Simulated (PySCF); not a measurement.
Which level of theory gave which numbers?

Species: CH₇ClGeOSi.
InChI=1S/CH7ClGeOSi/c2-1-5-4-3/h1,5H2,3H3

The closed-shell ground state was solved 4 times with PySCF (density fitting, gas phase), always with PBE0, in these basis sets: 6-31G*, aug-cc-pVDZ, def2-SVP and def2-TZVP. The structure is a single PBE0-D3(BJ)/def2-SVP conformer in the gas phase; no vibrational or solvent corrections. Relativistic effects, spin–orbit coupling among them, are left out although an element past zinc is present.

```tsv
row	total energy (Eh)	HOMO (eV)	LUMO (eV)	dipole (D)
P	-2943.2841	-7.85	0.08	0.65
Q	-2943.6969	-7.96	-0.12	0.64
R	-2943.6003	-7.96	-0.41	0.67
S	-2943.0321	-7.86	0.23	0.60
```

Question: Which basis belongs to which row?

Answer: P = 6-31G*, Q = def2-TZVP, R = aug-cc-pVDZ, S = def2-SVP. From the lowest total energy up: def2-TZVP (226 functions) 0 eV; aug-cc-pVDZ (199 functions) +2.63 eV; 6-31G* (110 functions) +11.23 eV; def2-SVP (131 functions) +18.09 eV.

Shape of the structure used: `[Cl:1][CH2:2][SiH2:3][O:4][GeH3:5]`: Cl1–C2–Si3–O4 60°, C2–Si3–O4–Ge5 -52°.
